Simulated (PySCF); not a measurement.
H₂N, charge -1, singlet, at a GFN2-xTB geometry; B3LYP/def2-SV(P) (PySCF).

The PySCF input:
```python
from pyscf import gto, scf, dft

mol = gto.Mole()
mol.atom = '''
    N    -0.001861    0.105267    0.105249
    H     0.817030   -0.336324   -0.386155
    H    -0.804005   -0.400542   -0.350586
'''
mol.basis = 'def2-sv(p)'
mol.charge = -1
mol.spin = 0
mol.verbose = 4
mol.build()

mf = dft.RKS(mol)
mf.xc = 'b3lyp'
mf.diis = False
mf.max_cycle = 100
mf.kernel()
mf.analyze()
```

Output, abridged:

```
PySCF version 2.14.0

[INPUT] verbose = 4
[INPUT] num. atoms = 3
[INPUT] num. electrons = 10
[INPUT] charge = -1
[INPUT] spin (= nelec alpha-beta = 2S) = 0
[INPUT] symmetry False subgroup None
[INPUT] Mole.unit = angstrom
[INPUT] Symbol           X                Y                Z      unit          X                Y                Z       unit  Magmom
[...]
nuclear repulsion = 7.36724973606701
number of shells = 10
number of NR pGTOs = 32
number of NR cGTOs = 18
basis = def2-sv(p)
ecp = {}

******** <class 'pyscf.dft.rks.RKS'> ********
method = RKS
initial guess = minao
damping factor = 0
level_shift factor = 0
DIIS disabled
SCF conv_tol = 1e-09
SCF conv_tol_grad = None
SCF max_cycles = 100
direct_scf = True
direct_scf_tol = 1e-13
XC library pyscf.dft.libxc version 7.1.2
    S. Lehtola, C. Steigemann, M. J. T. Oliveira, and M. A. L. Marques,  SoftwareX 7, 1–5 (2018)
XC functionals = b3lyp
    P. J. Stephens, F. J. Devlin, C. F. Chabalowski, and M. J. Frisch,  J. Phys. Chem. 98, 11623 (1994)
radial grids:
    Treutler-Ahlrichs [JCP 102, 346 (1995); DOI:10.1063/1.469408] (M4) radial grids

becke partition: Becke, JCP 88, 2547 (1988); DOI:10.1063/1.454033
pruning grids: <function nwchem_prune>
grids dens level: 3
symmetrized grids: False
atomic radii adjust function: <function treutler_atomic_radii_adjust>
small_rho_cutoff = 0
Set gradient conv threshold to 3.16228e-05
Initial guess from minao.
tot grids = 33520
init E= -55.6604431671387
[...]
cycle= 1 E= -55.6522855771655  delta_E= 0.00816  |g|= 0.746  |ddm|= 1.44
[...]
cycle= 2 E= -55.4277685146581  delta_E= 0.225  |g|= 1.15  |ddm|= 3.85
[...]
cycle= 3 E= -55.0138341829712  delta_E= 0.414  |g|= 1.84  |ddm|= 4.29
[...]
cycle= 4 E= -53.7617064299197  delta_E= 1.25  |g|= 2.18  |ddm|= 13.4
[...]
cycle= 5 E= -52.9581631606963  delta_E= 0.804  |g|= 3.12  |ddm|= 13.7
[...]
cycle= 6 E= -51.083701430062  delta_E= 1.87  |g|=  2.8  |ddm|= 20.5
[...]
cycle= 7 E= -51.6819897118359  delta_E= -0.598  |g|= 3.43  |ddm|= 20.6
[...]
cycle= 8 E= -50.6376550858683  delta_E= 1.04  |g|= 2.85  |ddm|= 20.9
[...]
cycle= 9 E= -51.5222946394977  delta_E= -0.885  |g|= 3.45  |ddm|= 20.9
[...]
cycle= 10 E= -50.5965305302696  delta_E= 0.926  |g|= 2.85  |ddm|= 20.9
[...]
cycle= 11 E= -51.5080467197904  delta_E= -0.912  |g|= 3.46  |ddm|= 20.9
[...]
cycle= 12 E= -50.5929756457129  delta_E= 0.915  |g|= 2.85  |ddm|= 20.9
[...]
cycle= 13 E= -51.506823087803  delta_E= -0.914  |g|= 3.46  |ddm|= 20.9
[...]
[...]
[...]
cycle= 81 E= -51.5067087463948  delta_E= -0.914  |g|= 3.46  |ddm|= 20.9
[...]
cycle= 82 E= -50.5926428136593  delta_E= 0.914  |g|= 2.85  |ddm|= 20.9
[...]
cycle= 83 E= -51.5067087463948  delta_E= -0.914  |g|= 3.46  |ddm|= 20.9
[...]
cycle= 84 E= -50.5926428136594  delta_E= 0.914  |g|= 2.85  |ddm|= 20.9
[...]
cycle= 85 E= -51.5067087463948  delta_E= -0.914  |g|= 3.46  |ddm|= 20.9
[...]
cycle= 86 E= -50.5926428136594  delta_E= 0.914  |g|= 2.85  |ddm|= 20.9
[...]
cycle= 87 E= -51.5067087463948  delta_E= -0.914  |g|= 3.46  |ddm|= 20.9
[...]
cycle= 88 E= -50.5926428136594  delta_E= 0.914  |g|= 2.85  |ddm|= 20.9
[...]
cycle= 89 E= -51.5067087463948  delta_E= -0.914  |g|= 3.46  |ddm|= 20.9
[...]
cycle= 90 E= -50.5926428136593  delta_E= 0.914  |g|= 2.85  |ddm|= 20.9
[...]
cycle= 91 E= -51.5067087463948  delta_E= -0.914  |g|= 3.46  |ddm|= 20.9
[...]
cycle= 92 E= -50.5926428136594  delta_E= 0.914  |g|= 2.85  |ddm|= 20.9
[...]
cycle= 93 E= -51.5067087463948  delta_E= -0.914  |g|= 3.46  |ddm|= 20.9
[...]
cycle= 94 E= -50.5926428136593  delta_E= 0.914  |g|= 2.85  |ddm|= 20.9
[...]
cycle= 95 E= -51.5067087463948  delta_E= -0.914  |g|= 3.46  |ddm|= 20.9
[...]
cycle= 96 E= -50.5926428136594  delta_E= 0.914  |g|= 2.85  |ddm|= 20.9
[...]
cycle= 97 E= -51.5067087463948  delta_E= -0.914  |g|= 3.46  |ddm|= 20.9
[...]
cycle= 98 E= -50.5926428136594  delta_E= 0.914  |g|= 2.85  |ddm|= 20.9
[...]
cycle= 99 E= -51.5067087463949  delta_E= -0.914  |g|= 3.46  |ddm|= 20.9
[...]
cycle= 100 E= -50.5926428136594  delta_E= 0.914  |g|= 2.85  |ddm|= 20.9
SCF not converged.
SCF energy = -50.5926428136594
**** SCF Summaries ****
Total Energy =                         -50.592642813659367
Nuclear Repulsion Energy =               7.367249736067006
One-electron Energy =                  -77.579270836644127
Two-electron Energy =                   19.619378286917758
Two-electron Coulomb Energy =           26.400227647936731
DFT Exchange-Correlation Energy =       -6.780849361018971
HOMO-LUMO gap [eV] =                     3.379028177971411
**** MO energy ****
[...]
 ** Mulliken pop on meta-lowdin orthogonal AOs  **
 ** Mulliken pop  **
[...]
 ** Mulliken atomic charges  **
charge of    0N =      3.39161
charge of    1H =     -2.19580
charge of    2H =     -2.19580

WARN: System has nonzero charge -1; the dipole moment is origin-dependent.
Location of origin: [0. 0. 0.]

Dipole moment(X, Y, Z, Debye): -0.30417, 17.20761, 17.20469
```

Convergence was not reached.
